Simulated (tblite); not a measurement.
Compound: C₂H₈O₄Si₂.
SMILES with atom numbers: `[O:1]=[C:2]([OH:3])[CH2:4][O:5][SiH2:6][O:7][SiH3:8]` (hydrogens: H9 on O3; H10, H11 on C4; H12, H13 on Si6; H14, H15, H16 on Si8)

Geometry (GFN2-xTB, Å), atoms numbered from 1 in this order:
```
atom  x, y, z in Å
O1     3.272   -0.367    1.039
C2     2.737    0.416    0.311
O3     3.353    1.508   -0.169
C4     1.315    0.336   -0.214
O5     0.631   -0.710    0.381
Si6   -0.666   -1.543   -0.113
O7    -1.958   -0.592   -0.337
Si8   -3.209    0.412   -0.114
H9     4.264    1.550    0.164
H10    0.817    1.293   -0.008
H11    1.372    0.221   -1.305
H12   -0.476   -2.139   -1.432
H13   -0.851   -2.408    1.032
H14   -3.806    0.124    1.188
H15   -4.120    0.130   -1.220
H16   -2.683    1.777   -0.171
```

Level: GFN2-xTB in tblite, geometry and Hessian alike; calculated harmonic values, unscaled, isolated species. Against measured fundamentals such values can be off by several per cent, at times by over 20. Modes of hydrogen on silicon can be 10 to 20 % off. One conformer, not necessarily the lowest. The optimisation stopped once no atom felt more than 0.01 eV/Å.

Lowest wavenumbers of the output (negative numbers stand for imaginary wavenumbers):
```
mode    cm-1
  1     -37.6
  2     -21.8
  3      17.4
  4      34.1
  5      58.1
  6      77.2
  7     144.9
  8     181.9
```

Task: Is this structure a minimum?

Result: Not by this Hessian. 2 modes are imaginary beyond 20i (38i and 22i cm⁻¹), so at this level the point lies at or near a saddle of order 2. The curvature is small, so loose convergence or finite differences may be the whole cause.

Task: Which atoms move in the imaginary modes?

Result: 38i: H16 (Si–H hydrogen) 32 %, H15 (Si–H hydrogen) 32 %, H14 (Si–H hydrogen) 31 %; 22i: O1 (acid carbonyl oxygen) 32 %, O5 (silyl ether oxygen) 20 %, C4 (sp3 carbon bound to oxygen) 17 %. These are shares of the mass-weighted motion.

Task: What is the remedy?

Result: Step along such a mode in both directions, optimise again with tighter thresholds and repeat the frequencies. The zero-point energy of this point (62.3 kcal/mol) counts the 40 real modes alone, and thermal corrections from it aren't those of a minimum.

On one thread, Arm Neoverse V2 (aarch64), no GPU, shared host, this took 0.46 s wall. This covers the Hessian and the dipole derivatives.
